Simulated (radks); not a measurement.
Correlation energies from several functionals, in hartree. Species: Xe [Xe]; Tc+ [Kr] 4d5 5s1. All-electron calculation, non-relativistic Kohn-Sham, LDA (Slater exchange, Perdew-Wang correlation), spin-polarised, spherical densities, point nucleus. Program: a radial shooting solver on a logarithmic mesh with Libxc functionals. Every spin shell is full or empty, so the densities are truly spherical. Functionals are evaluated on that one density, not self-consistently.

| functional | Xe | Tc+ |
|---|---|---|
| PW92 | -5.1782 | -3.8805 |
| PZ | -5.1789 | -3.8722 |
| Chachiyo | -5.1109 | -3.8233 |
| PBE | -2.9155 | -2.1161 |
| P86 | -3.3069 | -2.3992 |
| PW91 | -3.1463 | -2.2940 |
| OP (B88) | -2.6667 | -1.9625 |
| revTPSS | -2.9530 | -2.1406 |
| SCAN | -2.9078 | -2.1188 |
| Tao-Mo | -2.8172 | -2.0337 |
